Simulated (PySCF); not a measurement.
## CaS⁺: energy against distance

Set-up: basis Ca aug-pcseg-1, S aug-pcseg-1; no relativity; PySCF 2.14. Energies in eV from Ca⁺ + S in their ground configurations at the same level. All curves are PBE0. state 1: ²Π (doublet), unpaired electrons π ↑; state 2: ²Σ⁺ (doublet), unpaired electrons σ ↑, a second solution, started from another occupation; state 3: ⁴Σ⁻ (quartet), unpaired electrons σ ↑, π ↑↑, a second solution, started from another occupation.

| R (Å) | state 1 | state 2 | state 3 |
| --- | --- | --- | --- |
| 2.126 | -1.960 | -1.883 | 2.0280 |
| 2.225 | -2.473 | -2.135 | 1.1877 |
| 2.324 | -2.754 | -2.219 | 0.5889 |
| 2.398 | -2.852 | -2.201 | 0.2598 |
| 2.472 | -2.877 | -2.133 | 0.0092 |
| 2.546 | -2.846 | -2.028 | -0.1789 |
| 2.645 | -2.740 | -1.846 | -0.3553 |
| 2.769 | -2.538 | -1.577 | -0.4894 |
| 2.917 | -2.234 | -1.221 | -0.5658 |
| 3.115 | -1.785 | -0.733 | -0.5838 |

**Question.** Put a parabola through the three lowest points of the state 1 curve and estimate Re, k and ωe (reduced mass 17.76 u; 1 eV/Å² = 0.16022 mdyn/Å; ωe = 1302.8·√(k/μ) cm⁻¹).

**Answer.** Through R = 2.398, 2.472, 2.546 Å the second-order coefficient is 5.11 eV/Å², so Re ≈ 2.468 Å, k ≈ 1.64 mdyn/Å and ωe ≈ 396 cm⁻¹. A polynomial fit of higher order to the unrounded PBE0 energies gives Re = 2.465 Å, k = 1.66 mdyn/Å, ωe = 399 cm⁻¹; anharmonicity and rounding make the difference.

The higher-order fit for each curve: state 1: Re = 2.465 Å, ωe = 399 cm⁻¹, De = 2.88 eV; state 2: Re = 2.338 Å, ωe = 418 cm⁻¹, minimum 2.22 eV below the ground-state fragments; state 3: Re = 3.065 Å, ωe = 150 cm⁻¹, minimum 0.59 eV below the ground-state fragments.

For an ion De counts to the pair picked by the measured ionisation energies or electron affinities, which need not be the lowest pair at this level. Counting both spins, an empty level lies below a filled one in some of these solutions, because spin and occupation are held. The state is the lowest determinant that a PBE0 search found; another state may lie lower at other levels.
